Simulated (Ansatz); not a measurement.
Gas-phase electronic energies from Ansatz, PBE0-D4/def2-TZVP geometries. CCSD(T)/CBS adds triple-zeta CCSD(T) − MP2 to the extrapolated MP2 energy (def2 sets, frozen cores). This one scheme is used for every species. Functionals use def2-TZVPP. B3LYP here is the variant with VWN-RPA as its local correlation; programs differ in this. One conformer a species, not always the lowest.

Reaction (formal exchange of groups at a C–Al bond): `F[SiH]([SiH3])[CH2][AlH2]` + CH₄ → `CC[SiH](F)[SiH3]` + `[AlH3]`

**Question.** Is it downhill or uphill in electronic energy at CCSD(T)/CBS, and by how much? (Best estimate.)

**Answer.** Computed: Uphill: ΔE = +83.5 kJ/mol.

**Question.** What do these levels give: PBE-D4, PBE0-D4, B3LYP-D4, B2PLYP, PBE, MP2/def2-TZVPP, CCSD(T)/def2-TZVPP, HF/def2-QZVPP, MP2/def2-QZVPP, HF/CBS(def2), MP2/CBS(def2), CCSD/CBS(def2)? (Estimate.)

**Answer.** Ansatz gave: PBE-D4 91.7, PBE0-D4 88.7, B3LYP-D4 79.5, B2PLYP 77.3, PBE 88.1, MP2/def2-TZVPP 84.5, CCSD(T)/def2-TZVPP 80.6, HF/def2-QZVPP 51.8, MP2/def2-QZVPP 86.2, HF/CBS(def2) 51.8, MP2/CBS(def2) 87.4, CCSD/CBS(def2) 78.5 kJ/mol.

Largest T1 diagnostic among the species: 0.012.

The D4 term adds +6.2 kJ/mol with B3LYP and +3.2 kJ/mol with PBE0; it sums over pairs of atoms, weighted by their polarisabilities, and B3LYP, whose exchange is more repulsive, gets the larger term. In def2-TZVPP, CCSD(T) changes the Hartree–Fock value by +28.9 kJ/mol (the triples alone add +5.0 kJ/mol) and MP2 by +32.8 kJ/mol.
